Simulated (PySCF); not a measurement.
SMILES C[Si](I)(I)I, PBE0/def2-SVP optimised geometry.

```
8

C     -1.45    -2.04     1.52
Si    -0.82    -1.16     0.00
I     -1.63     1.16     0.00
I      1.63    -1.16     0.00
I     -1.63    -2.30    -2.01
H     -2.55    -2.04     1.52
H     -1.08    -3.08     1.52
H     -1.08    -1.52     2.42
```

Density from PySCF 2.14.0 with PBE0/def2-TZVP, def2 effective core potentials past Kr at that geometry. The core electrons that the potentials of I replace are not part of the density.

Minimum of the electron density along straight lines between bonded atoms, close to the bond critical point (lines longer than 1.1 times the sum of covalent radii, or with two minima, are not listed):

| bond | length / Å | ρ at the minimum / e bohr⁻³ | ∇²ρ there / e bohr⁻⁵ | position (fraction from the first atom) |
|---|---|---|---|---|
| C1–Si2 | 1.864 | (withheld) | (withheld) | 0.61 |
| Si2–I3 | 2.450 | 0.082 | -0.07 | 0.35 |
| Si2–I4 | 2.450 | 0.082 | -0.07 | 0.35 |
| Si2–I5 | 2.450 | 0.082 | -0.07 | 0.35 |
| C1–H6 | 1.101 | 0.268 | -0.89 | 0.65 |
| C1–H7 | 1.101 | 0.268 | -0.89 | 0.65 |
| C1–H8 | 1.101 | 0.268 | -0.89 | 0.65 |

**Question.** Some entries are withheld; supply them.

**Answer.** 
- C1–Si2, ρ at the minimum / e bohr⁻³: 0.127
- C1–Si2, ∇²ρ there / e bohr⁻⁵: 0.15
